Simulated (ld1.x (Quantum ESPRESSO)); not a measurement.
# S (Z = 16): excitation energies, all-electron against ultrasoft

```json
{
 "Element": "sulfur (S)",
 "Generator": "ld1.x (Quantum ESPRESSO) 7.5",
 "Type": "ultrasoft",
 "Functional": "PBE",
 "Relativity": "scalar-relativistic",
 "Frozen core": "[He]",
 "Valence charge": "14",
 "Reference configuration": "2s2 2p6 3s2 3p3.75 (charge +0.25)",
 "Partial waves": "2s (bound): rcut 0.65, rcutus 0.80 bohr; 3s (bound): rcut 0.65, rcutus 0.80 bohr; 2p (bound): rcut 0.65, rcutus 0.80 bohr; 3p (bound): rcut 0.65, rcutus 0.80 bohr",
 "Local potential": "all-electron potential smoothed inside 0.65 bohr (lloc = -2)",
 "Core correction": "none",
 "Augmentation charge": "PSQ, inside the norm-conserving radii"
}
```

Energies are relative to the spin-unpolarised reference configuration 2s2 2p6 3s2 3p3.75; without spin polarisation the order of configurations can differ from experiment. The frozen-core shift is the all-electron ΔE with the core orbitals held at their reference shape minus the fully relaxed ΔE.

```json
{"valence configuration": "2s2 2p6 3s2 3p3", "charge": "+1", "ΔE all-electron (eV)": "9.733", "error AE − PS (meV)": "+0.6", "frozen-core shift (meV)": "0.0"}
{"valence configuration": "2s2 2p6 3s1 3p5", "charge": "0", "ΔE all-electron (eV)": "8.274", "error AE − PS (meV)": "-13", "frozen-core shift (meV)": "0.0"}
{"valence configuration": "2s2 2p5 3s2 3p4", "charge": "+1", "ΔE all-electron (eV)": "171.648", "error AE − PS (meV)": "-564", "frozen-core shift (meV)": "+1.4"}
{"valence configuration": "2s2 2p6 3s2 3p4.3", "charge": "-0.3", "ΔE all-electron (eV)": "-3.745", "error AE − PS (meV)": "-0.2", "frozen-core shift (meV)": "0.0"}
{"valence configuration": "2s1 2p6 3s2 3p4", "charge": "+1", "ΔE all-electron (eV)": "225.278", "error AE − PS (meV)": "-705", "frozen-core shift (meV)": "+2.3"}
```

**Question.** What are ΔE and the potential's error for 2s2 2p6 3s2 3p4?

**Answer.** ΔE = -2.036 eV all-electron; the error (AE − PS) is -0.1 meV.

**Question.** What are ΔE and the potential's error for 2s2 2p6 3s2 3p2?

**Answer.** ΔE = 32.016 eV all-electron; the error (AE − PS) is +3.6 meV.

Levels in the configuration 2s1 2p6 3s2 3p4:

```tsv
level	all-electron (eV)	pseudo (eV)
2s	-243.520	-245.075
2p	-189.623	-191.188
3s	-30.729	-31.026
3p	-19.156	-19.045
```
